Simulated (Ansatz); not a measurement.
Species: C₃H₃F₄ (charge 0, doublet). It need not be the lowest isomer of its formula. SMILES: F[C](F)CC(F)F
Structure (B3LYP-D3(BJ)/def2-TZVP (Ansatz, an electronic-structure program) minimum search):
```
C
H 1 1.0899
H 1 1.0977 2 108.38
C 1 1.4922 2 109.17 3 119.33
F 4 1.3336 1 115.00 2 -48.44
F 4 1.3397 5 109.94 1 131.71
C 1 1.5149 2 108.70 3 -117.59
F 7 1.3647 1 110.22 2 -53.65
F 7 1.3665 8 107.41 1 -118.52
H 7 1.0913 8 107.96 9 -116.32
```
Charge 0, spin multiplicity 2.

Wanted: atomisation energy (electronic, to ground-state atoms), in kJ/mol. Correlated levels leave the core frozen unless marked. Open shells are spin-unrestricted. No spin-orbit coupling. Non-relativistic. The coupled-cluster limit lacks core correlation, which all-electron functionals hold. CBS(X,Y): correlation extrapolated as X^-3; Hartree-Fock from the larger set. The bracket is a focal-point correction in the basis named.

```tsv
level	program	atomisation energy (kJ/mol)
HF/STO-3G	Ansatz	2983.4
SVWN5/def2-TZVPD	Ansatz	4771.6
PBE0/6-31G*	Ansatz	4033.4
PBE0/def2-TZVPD	Ansatz	3995.3
BHLYP/def2-TZVPD	Ansatz	3746.8
MP2/6-31G	Ansatz	3305.0
RI-MP2/cc-pVQZ	Ansatz	4058.9
SCS-MP2/cc-pVTZ	Ansatz	3903.2
SCS-MP2/cc-pVQZ	Ansatz	3972.2
CCSD/6-31G*	Ansatz	3638.6
CCSD(T)/cc-pVDZ	Ansatz	3615.5
CCSD(T)/cc-pVTZ	Ansatz	3849.3
CCSD(T)/cc-pwCVTZ	Ansatz	3852.5
RI-MP2/CBS(cc-pVTZ,cc-pVQZ)+[CCSD(T)-MP2]/cc-pVDZ	Ansatz	3972.1
CCSD(T)/CBS(cc-pVTZ,cc-pVQZ)	Ansatz	3956.6
```
